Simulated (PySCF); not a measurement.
Level of theory: UPBE0/[Co def2-TZVP, O def2-TZVP, H def2-TZVP], no relativity, density fitting, PySCF.

```xyz
3
charge 0 multiplicity 5, angstrom
Co   -0.0001   -0.0467    0.3201
O     0.0002    0.1482   -1.2965
H     0.0005    0.3775    1.8587
```

HCoO (quintet), along the line from Co1 (at 0) through O2 (at 1.628 Å).

Question: Tabulate the fields along this line at -0.49, -0.33, -0.16, 0.08, 0.24, 0.41, 0.57, 0.73, 0.90, 1.06, 1.22, 1.38, 1.55, 1.79, 1.95, 2.12, 2.28, 2.44, 2.61 Å.

Answer: 
```tsv
distance (Å)	electron density (e/Å³)	spin density (e/Å³)	electron localisation function	electrostatic potential (V)
-0.49	8.21	1.66	0.693	85.3
-0.33	25	4.85	0.665	244
-0.16	116	6.97	0.44	959
0.08	794	1.36	0.712	2800
0.24	35.2	9	0.238	459
0.41	14.9	3.63	0.742	140
0.57	4.38	0.833	0.489	56
0.73	1.71	0.0786	0.189	28.4
0.90	1.62	-0.0463	0.431	19.9
1.06	2.66	0.0292	0.806	26.3
1.22	4.81	0.268	0.783	61
1.38	8.5	0.65	0.159	182
1.55	189	0.584	0.994	951
1.79	23.5	0.77	0.26	356
1.95	6.43	0.539	0.636	98.9
2.12	3.27	0.241	0.891	32.5
2.28	1.45	0.099	0.9	10.4
2.44	0.62	0.0407	0.868	2.48
2.61	0.272	0.0178	0.796	-0.376
```

On a grid of 0.08 Å the density has a local minimum along the bond near 0.81 Å from Co, at 1.50 e/Å³, where the ELF is 0.23.

With open d or f shells other occupations or spin states may lie lower.
